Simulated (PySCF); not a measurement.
# Exercise with solution: oscillator strength and radiative lifetime

CH7NSi2, SMILES C1N[SiH2][SiH2]1.

Coordinates come from a B3LYP-D3(BJ)/def2-SVP optimisation. The structure was generated by enumeration, and PubChem lists no compound with its InChIKey, so it may never have been made.

PySCF with TDDFT-PBE0/def2-SVPD puts the first singlet state with f over 0.02 at 6.26 eV (vertical), with the transition dipole (0.398, 0.729, 0.000) in atomic units.

**Question.** Find the oscillator strength, the wavelength and the radiative lifetime that this transition would have in vacuum if emission retraced absorption.

**Answer.** 
|μ|² = 0.6898 au, so |μ| = 2.11 D. ΔE = 6.26/27.211 = 0.2301 hartree. f = (2/3) ΔE |μ|² = 0.106 (the program prints 0.106).
λ = 1239.84/6.26 = 198 nm; ν = 50490 cm⁻¹.
Einstein's coefficient A = 0.6670 ν² f s⁻¹ (ν in cm⁻¹) = 1.8e8 s⁻¹, so τ = 1/A = 5.6 ns. This state is S4; the lower singlets have f = 0.002, 0.000, 0.006. The figure is the radiative limit of this one transition; relaxation, internal conversion, crossing to triplets and a medium change what is measured.
